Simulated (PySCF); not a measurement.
## Interval between two levels of Er⁺ by level of theory

Er⁺ [Xe] 4f12 6s1 [4H13/2, M_J = 13/2] → Er⁺ [Xe] 4f12 5d1 [4K17/2, M_J = 17/2], as a difference of total energies. All numbers are calculated (PySCF 2.14, the two-component X2C-1e Hamiltonian, in x2c-TZVPall-2c (11s11p10d4f1g, 131 functions)). Correlated levels: [Ar] 3d10 frozen; the 18 highest virtual spinors dropped. "Screened" scales the spin-orbit matrix elements by Boettger's factors to mimic the two-electron term; Breit and QED terms are absent.

| method | interval between two levels (cm⁻¹) |
| --- | --- |
| GHF (screened spin-orbit) | 19459 |
| GMP2 (screened spin-orbit) | 19412 |

The labels give the starting determinants; with spin-orbit coupling the two ends relaxed to ⟨J²⟩ = 48.76, ⟨L²⟩ = 30.18, ⟨S²⟩ = 3.83 and ⟨J²⟩ = 80.76, ⟨L²⟩ = 56.22, ⟨S²⟩ = 3.83.
